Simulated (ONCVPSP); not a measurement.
**Configuration tests for V (Z = 23) (ONCV)**

ONCVPSP 4.0.1 input, shortened (lines: element, Z, core and valence counts, functional; n l f; lmax; l rc ep ncon nbas qcut; lloc lpopt rc5 dvloc0; l nproj debl; icmod fcfact rcfact), PBE, scalar-relativistic:

```
  V 23.00    5    2        4      upf
    1    0    2.00
    2    0    2.00
    2    1    6.00
    3    0    2.00
    3    1    6.00
    3    2    3.00
    4    0    2.00
    2
    0    2.75    0.00    4    8    2.30
    1    2.70    0.38    4    8    2.60
    2    1.85    0.00    4    9    9.20
    4    2    1.75    0.00
    0    2    0.70
    1    2    2.70
    2    3    3.20
    3    3.50    1.55
```

In the p channel the program set the typed energies aside and used 0.050, 2.750 Ha.

Energies are relative to the spin-unpolarised reference configuration 3d3 4s2; without spin polarisation the order of configurations can differ from experiment.

```csv
valence configuration,charge,ΔE all-electron (eV),error AE − PS (meV)
3d3 4s0,+2,22.031,-172
3d3 4s1 4p1,0,3.347,-6.6
```

(1) What are ΔE and the potential's error for 3d2 4s0?

(2) What are ΔE and the potential's error for 3d3 4s1?

Levels in the configuration 3d2 4s0:

```tsv
level	all-electron (eV)	pseudo (eV)
3d	-36.955	-37.386
```

Note: no bound ghost flagged; GHOST(+) flagged for s at 50.3 eV, p at 111.3 eV.

Answers

(1) ΔE = 50.928 eV all-electron; the error (AE − PS) is -414 meV.

(2) ΔE = 7.735 eV all-electron; the error (AE − PS) is -27 meV.
